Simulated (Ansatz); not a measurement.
Molecule: sum formula SnH3F, charge 0, multiplicity 1. 
Structure (B3LYP-D3(BJ)/def2-TZVP (Ansatz, a first-principles code) minimum search):
```xyz
5

F      1.6041    -0.2911     0.4041
Sn    -0.2491     0.0452    -0.0628
H     -0.2109     1.4949    -0.9596
H     -0.7176    -1.3174    -0.9745
H     -1.0525     0.1821     1.4351
```
Charge 0, spin multiplicity 1.

Dipole moments at this geometry, in debye (magnitudes).

```csv
level,program,dipole (D)
PBE/def2-TZVPD,Ansatz,…
BHLYP/def2-TZVPD,Ansatz,2.99
HSE06/def2-TZVPD,Ansatz,2.84
LC-wPBE/def2-TZVPD,Ansatz,2.90
CCSD(T)/def2-SVPD,Ansatz,…
```

### Question
Fill in the missing entries.

### Answer

- PBE/def2-TZVPD, dipole (D): 2.69
- CCSD(T)/def2-SVPD, dipole (D): 2.94
